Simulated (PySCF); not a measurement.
NMR problem set

[PySCF 2.14.0 with density-fitted response routines: shieldings: GIAO PBE0/pcSseg-1; GFN2-xTB geometry; a single conformation; one averaged value for each set of equivalent atoms; gas phase; non-relativistic]

Chemical shifts δ = σref − σ; TMS for ¹H (σref 31.72) and ¹³C (σref 186.93), all at this level. Splittings of carbon signals by F and P are missing where no couplings were computed. Where no couplings were computed, multiplicities follow the n + 1 count of equivalent neighbours, and m marks all less simple cases (inequivalent or close neighbours, rings, F or P nearby). Shifts are as computed. Against solution values, carbons near 30 ppm lie about +3 ppm off and those near 130 ppm about +5 ppm. Of 1309 compounds with measured shifts, 239 miss one by over three times the rms of a fit or turn the order of signals round; such compounds aren't used in these exercises.

Question: C6H7FN2Si. ¹H NMR (400 MHz, computed): δ 8.80 (m, 1H), 8.73 (m, 1H), 7.70 (m, 1H), 7.34 (m, 1H), 6.18 (m, 1H), 5.68 (m, 2H). ¹³C{¹H} NMR (computed): δ 161.1, 160.5, 150.8, 148.3, 140.0, 133.0. Identify the compound.

Answer: SMILES C=Cc1nccnc1[SiH2]F. The formula gives 5 degrees of unsaturation (1 ring in the answer). 6 carbon signals for 6 carbons: no two carbons are equivalent. Carbon types of the structure: 2 × C, 3 × CH, 1 × CH2, leaving 2 H on heteroatoms. δC 150.8, 148.3: aromatic CH next to a ring nitrogen; the adjacent pyridine-type nitrogen withdraws density from it. δC 140.0: alkene CH; the olefinic region. δC 133.0: terminal =CH2 carbon; an sp2 carbon of a C=C bond. δH 8.80, 8.73: hydrogen on an aromatic CH next to a ring nitrogen; ring current plus the neighbouring ring nitrogen.

This is the structure that produced the data.

Question: C6H7FN2Si. ¹H NMR (600 MHz, computed): δ 5.58 (m, 2H), 4.71 (q, 2H), 0.53 (t, 3H). ¹³C{¹H} NMR (computed): δ 142.4 (C), 135.3 (C), 121.4 (C), 118.3 (C), 88.7 (CH2), -5.6 (CH3). Give a structure.

Answer: `C[SiH2]/C(C#N)=C(/C#N)CF`. Rings plus π bonds: 5 (no ring in the answer). 6 carbon signals for 6 carbons: no two carbons are equivalent. Carbon types of the structure: 4 × C, 1 × CH2, 1 × CH3, leaving 2 H on heteroatoms. δC 142.4, 135.3: fully substituted alkene carbon; an sp2 carbon of a C=C bond. δC 121.4, 118.3: nitrile carbon; C≡N carbons fall here, among the sp2 signals but without a proton. δC 88.7: allylic sp3 CH2 bonded to F; pulled downfield by the heteroatom. δH 0.53: hydrogen on a methyl carbon bonded to Si; an electropositive neighbour shields it, as in TMS itself.

The data come from this structure; uniqueness wasn't tested.

Question: C6H7FN2Si. ¹H NMR (400 MHz, computed): δ 6.05 (m, 1H), 4.56 (s, 3H), 1.67 (m, 3H). ¹³C{¹H} NMR (computed): δ 153.3 (C), 130.8 (C), 121.1 (C), 120.3 (C), 93.4 (CH), 22.9 (CH3). Identify the compound.

Answer: `N#C/C(=C(\[C@H](C)F)C#N)[SiH3]`. Rings plus π bonds: 5 (no ring in the answer). 6 carbon signals for 6 carbons: no two carbons are equivalent. Carbon types of the structure: 4 × C, 1 × CH, 1 × CH3, leaving 3 H on heteroatoms. δC 153.3, 130.8: fully substituted alkene carbon; as expected for a trigonal carbon in a double bond. δC 121.1, 120.3: nitrile carbon; C≡N carbons fall here, among the sp2 signals but without a proton. δC 93.4: allylic sp3 CH bonded to F; deshielded by the electronegative neighbour. δC 22.9: methyl carbon; a saturated carbon with 1 carbon neighbour and no heteroatom attached.

This is the structure that produced the data.
